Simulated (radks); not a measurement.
Valence configurations of neutral tungsten (all share [Xe]). Calculated with a radial shooting solver on a logarithmic mesh with Libxc functionals: Dirac Kohn-Sham, LDA (Slater exchange, Perdew-Wang correlation), spin-unpolarised, spherical densities, finite nucleus; open shells are shared between the two j in proportion to 2j + 1; Fermi nuclear charge, rms radius 5.3658 fm. Energies are relative to 4f14 5d4 6s2; eigenvalues in eV.

| valence | E (eV) | e(4f5/2) | e(4f7/2) | e(5d3/2) | e(5d5/2) | e(6p1/2) |
|---|---|---|---|---|---|---|
| 4f14 5d4 6s2 | 0.000 | -34.621 | -32.380 | -5.136 | -4.400 | - |
| 4f13 5d4 6s2 6p1 | 37.798 | -47.908 | -45.572 | -9.380 | -8.425 | -3.042 |
| 4f14 5d4 6s1 6p1 | 4.526 | -36.202 | -33.960 | -6.552 | -5.790 | -2.671 |
| 4f13 5d5 6s2 | 32.592 | -43.663 | -41.329 | -6.225 | -5.364 | - |
| 4f11 5d5 6s2 6p2 | 140.35 | -72.682 | -70.155 | -15.567 | -14.270 | -4.235 |
| 4f11 5d6 6s2 6p1 | 130.39 | -67.904 | -65.378 | -12.059 | -10.855 | -3.118 |
| 4f14 5d3 6s2 6p1 | 4.063 | -38.600 | -36.357 | -8.030 | -7.200 | -2.985 |
| 4f10.5 5d5 6s2 6p2.5 | 175.99 | -80.498 | -77.921 | -18.095 | -16.690 | -4.796 |
| 4f14 5d5 6s1 | 1.531 | -32.678 | -30.437 | -3.943 | -3.272 | - |
| 4f13 5d5 6s1 6p1 | 37.283 | -45.299 | -42.965 | -7.725 | -6.841 | -2.699 |

NIST lists [Xe] 4f14 5d4 6s2 as the ground configuration; this level of theory agrees among the configurations tried. The energies are those of spherical spin-averaged densities, not of single terms.
